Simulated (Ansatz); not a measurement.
`N=[C](S)[GeH3]` + `NBS` → `NB[S][GeH3]` + `N=CS`  (ligand exchange at a Ge–C bond)

Calculated with Ansatz (gas phase, PBE0-D4/def2-TZVP geometries, no zero-point term in ΔE). CCSD(T)/CBS adds triple-zeta CCSD(T) − MP2 to the extrapolated MP2 energy (def2 sets, frozen cores). This one scheme is used for every species. For Ge outer-core shells are correlated without core-valence functions, which leaves a few kJ/mol of doubt a bond. Scalar relativity is left out up to krypton. One conformer a species, not always the lowest.

```
         species  HF/def2-TZVPP energy (Eh)
`N=[C](S)[GeH3]`                -2568.14154
           `NBS`                 -479.11353
   `NB[S][GeH3]`                -2555.66140
          `N=CS`                 -491.62172
```

(1) Work out ΔE.

Largest T1 diagnostic among the species: 0.014.

## Answers

(1) ΔE = (-2555.66140) + (-491.62172) − (-2568.14154) − (-479.11353) = -0.02805 Eh = -73.6 kJ/mol. CCSD(T)/CBS gives -59.8 kJ/mol.

From PBE to PBE0 (25 % exact exchange), in def2-TZVPP and without D4, ΔE moves by −4.7 kJ/mol. In def2-TZVPP, CCSD(T) changes the Hartree–Fock value by +13.6 kJ/mol (the triples alone add +1.7 kJ/mol) and MP2 by +10.9 kJ/mol.
